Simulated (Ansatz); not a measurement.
Ideal-gas functions of C2H4BClS, SMILES `SB1CC1Cl` at 500 K and 1 bar, from an Ansatz frequency run at PBE0-D4/def2-TZVP.

Molar mass 106.39 g/mol, point group C1 (symmetry number 1), electronic degeneracy 1, moments of inertia 78.129, 317.845, 374.794 u Å². Harmonic wavenumbers (cm⁻¹, unscaled): 92, 231, 252, 364, 455, 532, 659, 706, 833, 912, 950, 971, 1024, 1085, 1226, 1360, 1438, 2678, 3125, 3179, 3204.

Use S(trans) = R[1.5 ln M + 2.5 ln T − 1.1517]; rotational temperatures θ = 24.2544 K / I; S(rot) = R[ln(√π/σ · √(T³/θAθBθC)) + 1.5]; for each mode x = 1.438777 ν̃/T, S = R[x/(eˣ − 1) − ln(1 − e⁻ˣ)] and H = RT x/(eˣ − 1); 1 cm⁻¹ = 0.0119627 kJ/mol; R = 8.31446 J/(mol·K).

Q: By hand: the entropy, in J/(mol·K).

A: Translation 177.8. Rotation: θ = 0.3104, 0.0763, 0.0647 K, giving 121.7. Vibration, mode by mode: 19.39, 11.86, 11.17, 8.30, 6.64, 5.54, 4.14, 3.72, 2.79, 2.33, 2.14, 2.04, 1.81, 1.57, 1.14, 0.83, 0.69, 0.03, 0.01, 0.01, 0.01, in all 86.1. Electronic 0.0. Sum 385.6 J/(mol·K).

Q: By hand: H − E and G − E in kJ/mol, counted from the electronic energy.

A: Zero-point energy ½ × 25276 × 0.0119627 = 151.2; thermal vibration 23.9; translation, rotation and pV give 4 RT = 16.6. H − E = 191.7 kJ/mol, and G − E = 191.7 − 500 × 385.6/1000 = -1.1 kJ/mol.

Vibration gives 22 % of the entropy, 19.4 J/(mol·K) of it from the mode under 150 cm⁻¹: soft modes count most, and the harmonic formula is weakest for them. The sum counts one conformer and one mirror image; others add a mixing term.
